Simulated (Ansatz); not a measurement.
Species: dimethyl(prop-2-enyl)borane, C₅H₁₁B, net charge 0, singlet state. SMILES: C=CCB(C)C
Coordinates optimised at B3LYP-D3(BJ)/def2-TZVP (Ansatz, an electronic-structure program):
```xyz
17

C      2.3048     0.0343    -0.8497
C      1.4015    -0.6655    -0.1703
C      0.5428    -0.1290     0.9419
B     -0.8727     0.1281     0.2784
C     -1.8282    -1.0750    -0.0385
C     -1.2921     1.6001    -0.0632
H      2.5227     1.0680    -0.6055
H      2.8652    -0.4056    -1.6643
H      1.2164    -1.6964    -0.4591
H      0.4722    -0.8766     1.7390
H      0.9881     0.7797     1.3524
H     -1.4129    -2.0655     0.1549
H     -2.7278    -0.9666     0.5821
H     -2.1902    -1.0399    -1.0708
H     -2.1771     1.6958    -0.6945
H     -0.4675     2.1512    -0.5257
H     -1.4980     2.1259     0.8788
```
Charge 0, spin multiplicity 1.

Quantity: atomisation energy (electronic, to ground-state atoms), in eV. Cores are frozen in the correlated levels unless marked. UHF or UKS for open shells. No spin-orbit coupling. Non-relativistic unless marked X2C. The coupled-cluster limit lacks core correlation, which all-electron functionals hold. CBS(X,Y): correlation extrapolated as X^-3; Hartree-Fock from the larger set.

```tsv
level	program	atomisation energy (eV)
revPBE-D3(BJ)/def2-TZVPD	Ansatz + dftd3	70.94
revPBE/def2-TZVPD	Ansatz	70.04
B3LYP-D3(BJ)/def2-TZVPD	Ansatz + dftd3	___
PBE0/STO-3G	Ansatz	86.57
PBE0-D4/def2-TZVPD	Ansatz + dftd4	71.84
BHLYP-D4/def2-TZVPD	Ansatz + dftd4	___
B2GP-PLYP-D3(BJ)/def2-TZVPD	Ansatz + dftd3	___
SCS-MP2/STO-3G	Ansatz	75.30
CCSD/STO-3G	Ansatz	75.46
X2C-CCSD(T)/cc-pVTZ-DK	Ansatz	___
CCSD(T)/CBS(cc-pVTZ,cc-pVQZ)	Ansatz	71.08
```

### Question
Some entries are withheld; supply them.

### Answer

- B3LYP-D3(BJ)/def2-TZVPD, atomisation energy (eV): 71.48
- BHLYP-D4/def2-TZVPD, atomisation energy (eV): 69.93
- B2GP-PLYP-D3(BJ)/def2-TZVPD, atomisation energy (eV): 70.56
- X2C-CCSD(T)/cc-pVTZ-DK, atomisation energy (eV): 69.61
